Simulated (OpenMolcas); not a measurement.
# Al II: CASPT2 settings compared

```json
{"Program": "OpenMolcas", "Basis": "ANO-RCC-VDZP [4s3p1d]", "Scalar Hamiltonian": "DKH4, point nucleus", "Active space": "2 electrons in 4 orbitals (3s 3p)", "State averaging": "2S+1 = 3 even, 3 roots; 2S+1 = 1 even, 7 roots; 2S+1 = 3 odd, 3 roots; 2S+1 = 1 odd, 3 roots", "Spin-orbit coupling": "RASSI with atomic mean-field integrals over the reference wave functions, term energies averaged over their components"}
```

Methods on the same reference wave functions:
A. CASSCF
B. SS-CASPT2, IPEA 0.1 Eh, sigma1 regulariser 0.25 Eh (closed shells correlated: 2s 2p)
C. MS-CASPT2, IPEA 0.1 Eh, sigma1 regulariser 0.25 Eh (closed shells correlated: 2s 2p)
D. XMS-CASPT2, IPEA 0.4 Eh, sigma2 regulariser 0.25 Eh (closed shells correlated: none)
E. XMS-CASPT2, IPEA 0 Eh, real shift 0.4 Eh (closed shells correlated: 2s 2p)

Energies in cm⁻¹ above 3s² ¹S₀, the measured ground level; measured values from NIST Handbook of Basic Atomic Spectroscopic Data.

```
     Level       A       B       C       D       E  Measured
   3s² ¹S₀     0.0     0.0     0.0     0.0     0.0       0.0
3s 3p ³P°₀   36439   36430   36460   36600   36750     37393
3s 3p ³P°₁   36491   36480   36510   36650   36810     37454
3s 3p ³P°₂   36594   36580   36610   36760   36910     37578
3s 3p ¹P°₁   66422   61660   61690   61980   62000     59852
   3p² ³P₀   94081   93840   93880   94140   94090     94085
   3p² ³P₁   94132   93900   93930   94190   94140     94147
   3p² ³P₂   94233   93990   94030   94300   94230     94269
   3p² ¹D₂  102053   95350   95390   93750   95130     85481
   3p² ¹S₀  120036  113350  113420  112750  114150    111637
```

Deviations, from unrounded energies. A percentage is the sum of absolute deviations over the sum of measured energies, with the sign that they share, or ± where signs differ.

```tsv
Against measurement	Levels	A	B	C	D	E
mean absolute deviation (cm-1)	9	3800	1900	1900	1600	1800
other configurations (%)	9	±5.3	±2.6	±2.6	±2.2	±2.5
```

D lies closest to measurement on these levels and A furthest from it. The largest miss of D in the table is 3p² ¹D₂, by +8300 cm-1. The ranking rests on the paired levels alone, and a cruder setting can come out closer through cancelling errors.

Among B to E the level of the table that moves most is 3p² ¹D₂, by 1600 cm-1 (lowest in D, highest in C). Moves below CASPT2's spread within the term are not significant.

The mean deviations of B to E differ by less than CASPT2's widest spread within a term (760 cm-1), so their order carries little weight.

The lowest spin-free term lies below A's lowest term by 0.037 hartree in B, 0.038 hartree in C, 0.005 hartree in D, 0.039 hartree in E.

CASPT2 breaks the degeneracy within a term, and the mean is taken; among the terms shown or strongly mixed into the levels shown the widest spread is 760 cm-1 (3p² ¹D, D). Over all roots computed the reference weight is 0.93 to 1.00 in D; the roots of lowest weight are the least certain, and an intruder state may touch them. The ¹D term of p² mixes with s d, which this space lacks. Without dynamic correlation excited terms often stand tens of per cent too high (terms of higher spin than the ground term too low), and those without a measured partner can miss by more than the paired ones (holds for A). The CASPT2 spread within a term exceeds the gap to the next term for 3p² ¹D and 3p² ³P, so the order of their levels is uncertain, and so are names and mixing where such terms share a J (holds for D). Computed and measured levels are paired by configuration, term and J; levels that our copy of the source lacks, or whose pairing is in doubt (as where it misses far off the trend of its configuration), stay unpaired and out of the deviations. Only configurations of the active space appear.

° marks odd parity.
